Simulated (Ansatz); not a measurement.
Harmonic frequencies (cm⁻¹) at PBE0-D4/def2-TZVP from Ansatz: 45, 116, 138, 180, 276, 293, 468, 549, 609, 627, 674, 728, 874, 914, 954, 1048, 1054, 1102, 1255, 1435, 2139, 2150, 2440, 2574, 2652, 3074, 3144.

Each molecule was computed in one conformer, which needn't be the lowest.

(1) Which molecule is it?
A. `[BH2][AlH][O]C`
B. `[SiH3]B1CN1`
C. `NB1CC1Br`
D. `B[CH2][GeH2][SeH]`

Results:

(1) D.
